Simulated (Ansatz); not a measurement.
Pulling on the As1–N2 bond in AsN (multiplicity 1 held). Energies count from the point at 1.611 Å.


Restricted levels (R-, RO-) in cc, def2 and unpolarised 6-31G sets keep to the state of the molecule at rest. Unrestricted levels (U-) break spin symmetry where that is lower. Active spaces are followed from rest. Levels need not reach the same state.

Cores are frozen in the correlated methods. Filled d and f shells under p-block atoms count as core.

Codes used: Ansatz (Gaussian orbitals). 

Energies in kcal/mol.

```tsv
R (Å)	U-wB97X-V/cc-pVTZ	R-MP2/cc-pVTZ	R-SCS-MP2/cc-pVTZ	SC-NEVPT2 on CASSCF(10,8)/cc-pVTZ	FIC-MRCISD+Q on CASSCF(10,8)/cc-pVTZ
1.289	121.5	144.4	142.4	139.8	139.1
1.450	19.5	32.0	30.8	28.8	28.4
1.611	0.0	0.0	0.0	0.0	0.0
1.773	16.7	1.1	2.7	6.7	7.0
1.934	39.1	12.3	16.0	26.3	26.7
2.175	67.8	29.1	36.3	57.6	58.2
2.417	88.2	79.1	84.9	80.1	80.8
2.820	103.7	176.4	174.5	96.8	97.6
3.223	108.8	205.8	201.5	101.4	102.3
3.706	111.1	205.9	201.4	102.9	103.9
4.351	112.0	184.2	180.6	103.4	104.4
5.156	112.3	144.9	143.2	103.5	104.6
6.446	112.4	73.6	75.2	103.5	104.6
```

Doubts at one or more of the structures used: a spin-contaminated determinant (U-wB97X-V/cc-pVTZ); a restricted determinant that unrestricted orbitals would lower (R-MP2/cc-pVTZ, R-SCS-MP2/cc-pVTZ).

Ansatz is a program for electronic structure.
